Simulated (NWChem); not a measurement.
# InN₂H₅O; SMILES [NH2][In]([NH2])[OH]

```xyz
9

In     0.0208     0.0006    -0.0282
O      2.0226     0.0237     0.0731
H      2.3763     0.9055     0.2308
N     -0.7826    -1.8572     0.1126
H     -0.1410    -2.6058    -0.1378
H     -1.6614    -2.0122    -0.3741
N     -0.9945     1.7639     0.0768
H     -1.9626     1.7301    -0.2337
H     -0.5454     2.5505    -0.3863
```
Atoms are numbered in this order, from 1.

Level: PBE0/def2-SVP with def2 effective core potentials on In (NWChem), optimised geometry, unscaled harmonic frequencies. def2 effective core potentials on In; no spin-orbit coupling.

| frequency (cm⁻¹) | IR intensity (km/mol) |
|---|---|
| 115 | 3.4 |
| 128 | 17.4 |
| 146 | 9.4 |
| 165 | 22.4 |
| 233 | 58.6 |
| 244 | 69.9 |
| 420 | 104.4 |
| 443 | 192.4 |
| 590 | 37.7 |
| 610 | 74.9 |
| 624 | 34.7 |
| 743 | 18.2 |
| 804 | 39.9 |
| 813 | 87.9 |
| 1525 | 6.3 |
| 1537 | 16.0 |
| 3566 | 12.1 |
| 3572 | 12.9 |
| 3669 | 13.5 |
| 3677 | 17.3 |
| 3905 | 40.7 |

```
Property                                                                           Result
-----------------------------------------------------------------------  ----------------
zero-point energy                                                           39.3 kcal/mol
thermal correction to the enthalpy at 298.15 K (with zero-point energy)     44.8 kcal/mol
heat capacity Cv                                                         25.2 cal/(mol K)
entropy at 298.15 K and 1 atm (symmetry number 1)                        86.1 cal/(mol K)
```

Rigid rotor and harmonic oscillator.
